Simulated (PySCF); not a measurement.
Predicted microwave data (PBE0-D3(BJ)/def2-SVP geometry optimisation, gas phase (PySCF)) for one isomer of C7H11NSi:

- Rotational constants: A = 3690, B = 684.0, C = 640.5 MHz
- Dipole components: |μa| = 2.14 D, |μb| = 0.03 D, |μc| = 1.05 D
- Inertial defect: -86.70 u·Å²
- κ: -0.97

**Question.** Which candidate fits, each taken in the one conformer that was computed?
A. `[CH3:1][c:2]1[cH:3][cH:4][c:5]([NH:6][SiH3:7])[cH:8][cH:9]1` with C4–C5–N6–Si7 0°
B. `[SiH3:1][NH:2][C@H:3]1[C@H:4]2[CH:5]=[CH:6][C@@H:7]1[CH:8]=[CH:9]2` with Si1–N2–C3–C4 101°
C. `[cH:1]1[cH:2][cH:3][n:4]([CH:5]2[CH2:6][SiH2:7][CH2:8]2)[cH:9]1` with C3–N4–C5–C6 -59°, N4–C5–C6–Si7 151°, C5–C6–Si7–C8 -19°, C6–Si7–C8–C5 19°, N4–C5–C8–Si7 -151°
D. `[NH2:1][c:2]1[cH:3][cH:4][c:5]([CH2:6][SiH3:7])[cH:8][cH:9]1` with C4–C5–C6–Si7 -91°
E. `[CH3:1][c:2]1[cH:3][cH:4][cH:5][cH:6][c:7]1[NH:8][SiH3:9]` with C6–C7–N8–Si9 1°

**Answer.** D. It is Nc1ccc(C[SiH3])cc1, a near-prolate asymmetric top. The candidates at the same level (rigid rotor, commonest isotopes):

| SMILES | A (MHz) | B (MHz) | C (MHz) | μa (D) | μb (D) | μc (D) | Δ (u·Å²) | point group | rotor |
| --- | --- | --- | --- | --- | --- | --- | --- | --- | --- |
| Nc1ccc(C[SiH3])cc1 | 3690 | 684.0 | 640.5 | 2.14 | 0.03 | 1.05 | -86.70 | near Cs | near-prolate asymmetric top |
| c1ccn(C2C[SiH2]C2)c1 | 4448 | 748.2 | 727.4 | 1.86 | 0.27 | 0.00 | -94.32 | Cs | near-prolate asymmetric top |
| [SiH3]N[C@H]1[C@H]2C=C[C@@H]1C=C2 | 3003 | 923.4 | 885.1 | 0.75 | 0.52 | 0.17 | -144.55 | C1 | near-prolate asymmetric top |
| Cc1ccccc1N[SiH3] | 2362 | 984.4 | 703.6 | 0.58 | 1.28 | 0.00 | -9.06 | Cs | asymmetric top |
| Cc1ccc(N[SiH3])cc1 | 4336 | 681.8 | 595.4 | 0.35 | 0.79 | 0.05 | -9.05 | – | near-prolate asymmetric top |

`Cc1ccc(N[SiH3])cc1` has A 17 % too high; `[SiH3]N[C@H]1[C@H]2C=C[C@@H]1C=C2` has C 38 % too high; `Cc1ccccc1N[SiH3]` has B 44 % too high; `c1ccn(C2C[SiH2]C2)c1` has A 21 % too high. No structure here is proved a minimum.
